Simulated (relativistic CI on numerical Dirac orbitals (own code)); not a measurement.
Pt61+: sensitivity of the levels to the model

Base calculation: Dirac-Coulomb-Breit CI, orbitals from a KLI potential per configuration, model QED, unscaled Slater integrals.

CI space (outside the closed core [Ne]): 3s²3p⁵, 3s²3p⁴3d, 3s3p⁶, 3s3p⁵3d, 3s3p⁴3d², 3p⁶3d, 3s²3p³3d4p, 3s²3p⁴4s, 3s3p⁴3d4s, 3p⁶4s, 3p⁶4p, 3s²3p⁴4p, 3s²3p³3d², 3s²3p²3d³, 3s3p³3d³, 3s²3p²3d²4s, 3s²3p²3d²4p. Double excitations out of closed p, d and f shells are left out; levels of such configurations are missing from the list, as are those of other unlisted configurations, and high levels can miss mixing partners.

The lowest level and the first level of each name with at least 55 % of one term (blank where a level has no safe partner in the second run):

| Level | Base (eV) | Shift (eV) |
| --- | --- | --- |
| 3s²3p⁵ ²P°3/2 | 0.000 | 0.000 |
| 3s²3p⁴3d ²D3/2 | 284.025 | -2.052 |
| 3s²3p⁴3d ⁴F9/2 | 357.664 | -3.516 |
| 3s²3p⁴3d ²P1/2 | 365.632 | -1.884 |
| 3s²3p⁵ ²P°1/2 | 448.859 | +1.843 |
| 3s3p⁶ ²S1/2 | 658.603 | -0.137 |
| 3s²3p⁴3d ⁴D1/2 | 689.115 | -1.530 |
| 3s²3p⁴3d ²G7/2 | 710.193 | -2.106 |
| 3s²3p⁴3d ²G9/2 | 810.327 | -1.991 |
| 3s3p⁵3d ⁴P°1/2 | 891.107 |  |

At this charge energies of transitions that change n are usually good to better than 1 %, and those within a shell (Δn = 0) to a few per cent.

(1) One thing was changed in a second run, which moved the levels as shown. Which?
A. Breit term removed
B. only the first 3 configurations
C. QED terms removed
D. non-relativistic limit
E. P86 correlation estimate

Answers

(1) B. Only the first 3 configurations. With fewer configurations the levels that remain lose their mixing partners.

LS names give the leading component of a level, which can be under half, so a name can repeat, a term be missing and a line seem to break the LS rules.
